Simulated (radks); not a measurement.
The numbers below are computed, except where a source is named.
Excited configurations of La I: one electron is placed in a higher orbital outside [Xe] 5d2. The ground configuration is [Xe] 5d1 6s2. Level of theory: Dirac Kohn-Sham, BLYP, spin-unpolarised, spherical densities, point nucleus; open shells fill j = l - 1/2 first (a radial shooting solver on a logarithmic mesh with Libxc functionals). Excitation = E - E(ground); binding = E(ion) - E, where the ion is the core of charge +1; n* = 1/sqrt(2 binding) in atomic units, and the quantum defect is n - n*.

outer orbital  excitation (eV)  binding (eV)     n*  quantum defect
6p1/2                    2.800         3.177  2.069           3.931
6d3/2                    4.624         1.353  3.171           2.829
7p1/2                    4.477         1.500  3.012           3.988

The Delta-SCF ionisation energy is 5.977 eV (NIST Atomic Spectra Database: 5.577 eV, measured). Self-interaction in the functional shifts the binding energies and quantum defects, so they are the method's values and not measured ones. Spin polarisation and multiplet splitting are left out, so open shells lie too high by an amount that depends on their filling.

Beside tabulated values, note that spin-unpolarised runs miss the spin-polarisation part of the exchange energy of open shells.
